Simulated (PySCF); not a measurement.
PySCF input file for C₃H₇FSi, SMILES FC1C[SiH2]C1, TDDFT-PBE/def2-SVPD. Coordinates come from a ωB97X-D3(BJ)/def2-SVP optimisation. The structure was generated by enumeration, and PubChem lists no compound with its InChIKey, so it may never have been made.

```python
import numpy as np
from pyscf import gto, scf, dft, tdscf

mol = gto.M(
    atom='''
    F    -2.12690822   -0.15806828    0.00000000
    C    -0.85083181    0.37060456    0.00000000
    C     0.01574331   -0.08432244   -1.19107464
    Si    1.49183111   -0.01001448    0.00000000
    C     0.01574331   -0.08432244    1.19107463
    H    -0.95306438    1.47105565    0.00000001
    H    -0.06723701    0.50342059   -2.11505126
    H    -0.21740418   -1.14001589   -1.41038616
    H     2.46905987   -1.13390319   -0.00000001
    H     2.22589652    1.28709732   -0.00000000
    H    -0.06723700    0.50342059    2.11505126
    H    -0.21740419   -1.14001588    1.41038616
    ''',
    basis='def2-SVPD',
    charge=0,
    spin=0,
    symmetry=True,
    max_memory=1600,
    verbose=4,
)
mf = dft.RKS(mol, xc='pbe').density_fit(auxbasis='def2-universal-jkfit')
mf.grids.level = 3
mf.conv_tol = 1e-9
mf.max_cycle = 100
mf.kernel()
mf.grids = dft.Grids(mol).set(level=1).build(with_non0tab=True)  # coarser grid for the response kernel
td = tdscf.TDDFT(mf)
td.singlet = True
td.nstates = 10
td.conv_tol = 1e-4
td.positive_eig_threshold = 1e-6
td.kernel(x0=td.get_init_guess(mf, 15))
td.analyze()
tt = tdscf.TDA(mf)
tt.singlet = False
tt.nstates = 4
tt.conv_tol = 1e-4
tt.positive_eig_threshold = 1e-6
tt.kernel(x0=tt.get_init_guess(mf, 9))
tt.analyze(verbose=3)
```

Output:

```
PySCF version 2.14.0

[INPUT] verbose = 4
[INPUT] num. atoms = 12
[INPUT] num. electrons = 48
[INPUT] charge = 0
[INPUT] spin (= nelec alpha-beta = 2S) = 0
[INPUT] symmetry True subgroup None
[INPUT] Mole.unit = angstrom
[INPUT] Symbol           X                Y                Z      unit          X                Y                Z       unit  Magmom
[INPUT]  1 F     -2.126908220000  -0.158068280000   0.000000000000 AA   -4.019274027886  -0.298705758181   0.000000000000 Bohr   0.0
[INPUT]  2 C     -0.850831810000   0.370604560000   0.000000000000 AA   -1.607839098968   0.700341118915   0.000000000000 Bohr   0.0
[INPUT]  3 C      0.015743310000  -0.084322440000  -1.191074640000 AA    0.029750544194  -0.159346317755  -2.250804863515 Bohr   0.0
[INPUT]  4 Si     1.491831110000  -0.010014480000   0.000000000000 AA    2.819152222006  -0.018924624480   0.000000000000 Bohr   0.0
[INPUT]  5 C      0.015743310000  -0.084322440000   1.191074630000 AA    0.029750544194  -0.159346317755   2.250804844618 Bohr   0.0
[INPUT]  6 H     -0.953064380000   1.471055650000   0.000000010000 AA   -1.801030657278   2.779892292494   0.000000018897 Bohr   0.0
[INPUT]  7 H     -0.067237010000   0.503420590000  -2.115051260000 AA   -0.127059534335   0.951327040567  -3.996867620816 Bohr   0.0
[INPUT]  8 H     -0.217404180000  -1.140015890000  -1.410386160000 AA   -0.410834358536  -2.154317809752  -2.665243572277 Bohr   0.0
[INPUT]  9 H      2.469059870000  -1.133903190000  -0.000000010000 AA    4.665846939454  -2.142766480871  -0.000000018897 Bohr   0.0
[INPUT] 10 H      2.225896520000   1.287097320000   0.000000000000 AA    4.206334804422   2.432261430462   0.000000000000 Bohr   0.0
[INPUT] 11 H     -0.067237000000   0.503420590000   2.115051260000 AA   -0.127059515437   0.951327040567   3.996867620816 Bohr   0.0
[INPUT] 12 H     -0.217404190000  -1.140015880000   1.410386160000 AA   -0.410834377433  -2.154317790855   2.665243572277 Bohr   0.0

nuclear repulsion = 233.149752898658
point group symmetry = Cs
symmetry origin: [ 1.96846474e-09  1.18107885e-09 -2.36215773e-09]
symmetry axis x: [ 1.00000000e+00 -2.69754615e-10 -4.82057928e-10]
symmetry axis y: [-2.69754614e-10 -1.00000000e+00  2.19469350e-09]
symmetry axis z: [-4.82057928e-10 -2.19469351e-09 -1.00000000e+00]
num. orbitals of irrep A' = 101
num. orbitals of irrep A" = 62
number of shells = 71
number of NR pGTOs = 235
number of NR cGTOs = 163
basis = def2-SVPD
ecp = {}


[settings echo left out]
init E= -507.419197694726
HOMO (A') = -0.332874050311383  LUMO (A") = -0.0532985030572566  gap/eV = 7.60764
cycle= 1 E= -507.112579806016  delta_E= 0.307  |g|=  0.6  |ddm|= 4.33
HOMO (A") = -0.176950194191613  LUMO (A") = 0.00309616319833061  gap/eV = 4.89931
cycle= 2 E= -506.927888354937  delta_E= 0.185  |g|= 1.06  |ddm|= 1.66
HOMO (A') = -0.263748558406018  LUMO (A") = -0.0142012203671391  gap/eV = 6.79053
cycle= 3 E= -507.196293551425  delta_E= -0.268  |g|= 0.0934  |ddm|= 1.11
HOMO (A') = -0.261573248059863  LUMO (A") = -0.0208007913704047  gap/eV = 6.55175
cycle= 4 E= -507.197911175618  delta_E= -0.00162  |g|= 0.0503  |ddm|= 0.175
HOMO (A') = -0.262399067133743  LUMO (A") = -0.0202214375629506  gap/eV = 6.58999
cycle= 5 E= -507.198410186646  delta_E= -0.000499  |g|= 0.0105  |ddm|= 0.0637
HOMO (A') = -0.262958800403288  LUMO (A") = -0.0198650467607386  gap/eV = 6.61492
cycle= 6 E= -507.198439489924  delta_E= -2.93e-05  |g|= 0.00497  |ddm|= 0.0224
HOMO (A') = -0.262636538209303  LUMO (A") = -0.0197984828250024  gap/eV = 6.60796
cycle= 7 E= -507.198445330264  delta_E= -5.84e-06  |g|= 0.00062  |ddm|= 0.00543
HOMO (A') = -0.262661230647946  LUMO (A") = -0.0198238168502356  gap/eV = 6.60794
cycle= 8 E= -507.198445429158  delta_E= -9.89e-08  |g|= 0.000163  |ddm|= 0.00142
HOMO (A') = -0.26265751191145  LUMO (A") = -0.0198245704490807  gap/eV = 6.60782
cycle= 9 E= -507.19844543751  delta_E= -8.35e-09  |g|= 3.64e-05  |ddm|= 0.000414
HOMO (A') = -0.262660307438648  LUMO (A") = -0.0198238943304632  gap/eV = 6.60792
cycle= 10 E= -507.198445438024  delta_E= -5.15e-10  |g|= 3.48e-06  |ddm|= 9.57e-05
HOMO (A') = -0.262660647298249  LUMO (A") = -0.0198240615423493  gap/eV = 6.60792
Extra cycle  E= -507.198445438026  delta_E= -1.14e-12  |g|= 3.07e-06  |ddm|= 1.51e-05
converged SCF energy = -507.198445438026
tot grids = 44560
Overwritten attributes  positive_eig_threshold  of <class 'pyscf.tdscf.rks.CasidaTDDFT'>


******** <class 'pyscf.tdscf.rks.CasidaTDDFT'> for <class 'pyscf.df.df_jk.DFSymAdaptedRKS'> ********
nstates = 10 singlet
deg_eia_thresh = 1.000e-03
wfnsym = None
conv_tol = 0.0001
eigh lindep = 1e-12
eigh level_shift = 0
eigh max_cycle = 100


Excitation energies (eV)
[6.69095079 7.03948752 7.11677537 7.15055454 7.37462627 7.38141791
 7.40663646 7.68489003 7.70319014 7.71205668]

** Singlet excitation energies and oscillator strengths **
Excited State   1:   A"      6.69095 eV    185.30 nm  f=0.0072
      24 -> 25       -0.69956
Excited State   2:   A'      7.03949 eV    176.13 nm  f=0.0526
      23 -> 25        0.48168
      24 -> 26       -0.45296
      24 -> 27        0.21121
Excited State   3:   A'      7.11678 eV    174.21 nm  f=0.0193
      23 -> 25        0.41897
      24 -> 26        0.53680
      24 -> 27        0.10912
      24 -> 28       -0.11245
Excited State   4:   A"      7.15055 eV    173.39 nm  f=0.0018
      23 -> 26       -0.69659
Excited State   5:   A"      7.37463 eV    168.12 nm  f=0.0037
      23 -> 27       -0.69172
Excited State   6:   A'      7.38142 eV    167.97 nm  f=0.0173
      22 -> 25        0.60974
      23 -> 25        0.17563
      24 -> 27       -0.29208
Excited State   7:   A'      7.40664 eV    167.40 nm  f=0.0508
      22 -> 25        0.33945
      23 -> 25       -0.13751
      24 -> 27        0.58826
Excited State   8:   A'      7.68489 eV    161.34 nm  f=0.0692
      23 -> 25        0.11434
      24 -> 28        0.68575
Excited State   9:   A"      7.70319 eV    160.95 nm  f=0.0103
      22 -> 26        0.70430
Excited State  10:   A"      7.71206 eV    160.77 nm  f=0.0026
      21 -> 25        0.58346
      23 -> 28        0.37121

** Transition electric dipole moments (AU) **
state          X           Y           Z        Dip. S.      Osc.
  1        -0.0000     -0.0000     -0.2100      0.0441      0.0072
  2        -0.5512      0.0314      0.0000      0.3048      0.0526
  3        -0.3192     -0.0946      0.0000      0.1108      0.0193
  4        -0.0000      0.0000     -0.1017      0.0103      0.0018
  5         0.0000     -0.0000      0.1431      0.0205      0.0037
  6        -0.3055     -0.0496     -0.0000      0.0958      0.0173
  7         0.5289     -0.0005      0.0000      0.2797      0.0508
  8        -0.6057     -0.0280     -0.0000      0.3677      0.0692
  9        -0.0000     -0.0000      0.2340      0.0548      0.0103
 10        -0.0000      0.0000      0.1172      0.0137      0.0026

** Transition velocity dipole moments (imaginary part, AU) **
state          X           Y           Z        Dip. S.      Osc.
  1        -0.0000     -0.0000     -0.0566      0.0032      0.0087
  2        -0.1485      0.0075      0.0000      0.0221      0.0570
  3        -0.0858     -0.0245      0.0000      0.0080      0.0203
  4         0.0000      0.0000     -0.0267      0.0007      0.0018
  5        -0.0000     -0.0000      0.0431      0.0019      0.0046
  6        -0.0891     -0.0120      0.0000      0.0081      0.0199
  7         0.1486     -0.0047     -0.0000      0.0221      0.0541
  8        -0.1776     -0.0120     -0.0000      0.0317      0.0748
  9        -0.0000     -0.0000      0.0660      0.0044      0.0102
 10        -0.0000      0.0000      0.0379      0.0014      0.0034

** Transition magnetic dipole moments (imaginary part, AU) **
state          X           Y           Z
  1        -0.3264     -1.4194     -0.0000
  2         0.0000      0.0000     -0.1245
  3        -0.0000      0.0000      0.0048
  4         0.0671      0.0440      0.0000
  5         0.5511      0.7306     -0.0000
  6         0.0000      0.0000      0.1889
  7         0.0000     -0.0000     -0.2818
  8        -0.0000      0.0000     -0.0025
  9         0.2179     -0.0746     -0.0000
 10         0.7641     -0.0617     -0.0000
Overwritten attributes  positive_eig_threshold  of <class 'pyscf.tdscf.rks.TDA'>


******** <class 'pyscf.tdscf.rks.TDA'> for <class 'pyscf.df.df_jk.DFSymAdaptedRKS'> ********
nstates = 4 triplet
deg_eia_thresh = 1.000e-03
wfnsym = None
conv_tol = 0.0001
eigh lindep = 1e-12
eigh level_shift = 0
eigh max_cycle = 100


Excitation energies (eV)
[6.27462745 6.43157202 6.87295727 6.9521242 ]

** Triplet excitation energies and oscillator strengths **
Excited State   1:   A'      6.27463 eV    197.60 nm  f=0.0000
Excited State   2:   A"      6.43157 eV    192.77 nm  f=0.0000
Excited State   3:   A'      6.87296 eV    180.39 nm  f=0.0000
Excited State   4:   A"      6.95212 eV    178.34 nm  f=0.0000
```

The calculation finished and met its thresholds.
